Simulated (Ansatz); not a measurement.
`BN[SiH2]O` + `[OH][AlH2]` → `O[SiH2][O][AlH2]` + `BN`  (ligand exchange at the Si–N bond)

Computed with Ansatz on PBE0-D4/def2-TZVP structures; ΔE is electronic, products minus reactants. CBS: MP2 limit from def2 TZ/QZ plus the TZ coupled-cluster correction, frozen cores. This one scheme is used for every species. Functionals use def2-TZVPP. One conformer a species, not always the lowest.

`BN[SiH2]O`:

Cartesian coordinates in Å:
```
B -0.709 -0.520 -1.513
N 0.315 0.048 -0.746
Si 0.179 0.648 0.882
O 1.008 -0.265 1.967
H -1.801 -0.625 -1.032
H -0.482 -0.895 -2.628
H 1.226 0.116 -1.181
H 0.816 1.980 0.977
H -1.273 0.682 1.174
H 0.721 -1.169 2.101
```

`[OH][AlH2]`:

```xyz
5

O    -0.673   -0.037   -1.013
Al    0.348   -0.169    0.334
H    -1.274    0.694   -1.148
H     0.331    0.960    1.446
H     1.268   -1.449    0.380
```

`O[SiH2][O][AlH2]`:

Cartesian coordinates in Å:
```
O -1.379 0.184 1.698
Si -1.227 -0.168 0.102
O 0.309 -0.097 -0.405
Al 1.954 -0.093 -0.765
H -1.253 1.094 1.969
H -1.742 -1.549 -0.027
H -2.014 0.794 -0.714
H 2.877 0.925 0.015
H 2.475 -1.090 -1.872
```

`BN`:

```xyz
6

B     0.642   -0.085    0.216
N    -0.660    0.087   -0.222
H     1.505    0.608   -0.240
H     0.871   -0.923    1.040
H    -1.433   -0.459    0.117
H    -0.924    0.771   -0.911
```

(1) Is it downhill or uphill in electronic energy at CCSD(T)/CBS, and by how much? (Estimate.)

(2) What do these levels give: LDA (SPW92), PBE-D4, r2SCANh-D4, BHLYP-D4, PBE, r2SCAN0, BHLYP, LC-ωPBE, HF/def2-SVP, SCS-MP2/def2-TZVPP, CCSD/def2-TZVPP, HF/CBS(def2)? (Best estimate.)

Largest T1 diagnostic among the species: 0.012.

Results:

(1) Ansatz gave: Downhill: ΔE = -74.4 kJ/mol.

(2) The calculation gave: LDA (SPW92) -70.2, PBE-D4 -69.6, r2SCANh-D4 -77.5, BHLYP-D4 -83.4, PBE -70.6, r2SCAN0 -78.5, BHLYP -83.8, LC-ωPBE -75.8, HF/def2-SVP -89.1, SCS-MP2/def2-TZVPP -77.0, CCSD/def2-TZVPP -77.4, HF/CBS(def2) -90.5 kJ/mol.

From PBE to PBE0 (25 % exact exchange), in def2-TZVPP and without D4, ΔE moves by −3.3 kJ/mol. In def2-TZVPP, CCSD(T) changes the Hartree–Fock value by +13.9 kJ/mol (the triples alone add +2.2 kJ/mol) and MP2 by +14.8 kJ/mol.
